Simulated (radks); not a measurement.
Question: Coherent X-ray form factor from a spherical all-electron density. All-electron calculation, scalar-relativistic Kohn-Sham, r2SCAN, spin-polarised, spherical densities, finite nucleus; meta-GGA in the generalised Kohn-Sham scheme; Fermi nuclear charge, rms radius of each element as measured or else 0.836 A^(1/3) + 0.57 fm. Program: a radial shooting solver on a logarithmic mesh with Libxc functionals.

| sin(theta)/lambda (1/angstrom) | f0 (electrons) |
|---|---|
| 0.05 | 32.553 |
| 0.1 | 31.325 |
| 0.15 | 29.590 |
| 0.2 | 27.653 |
| 0.25 | 25.742 |
| 0.3 | 23.973 |
| 0.4 | 20.909 |
| 0.5 | 18.282 |
| 0.6 | 15.923 |
| 0.8 | 11.992 |
| 1 | 9.268 |
| 1.25 | 7.286 |
| 1.5 | 6.214 |
| 2 | 4.922 |

The species is in the configuration that NIST lists as its ground one. Which atom or ion scatters so?

Answer: The bromine ion Br2+, [Ar] 3d10 4s2 4p3. Extrapolating in s^2 from the first two rows gives f0(0) = 33.0, near the electron count 33; among species with that count, the fall with angle is slower the higher Z, and the table is that of Z = 35; from so few rows the species is fixed only to a neighbour or two.
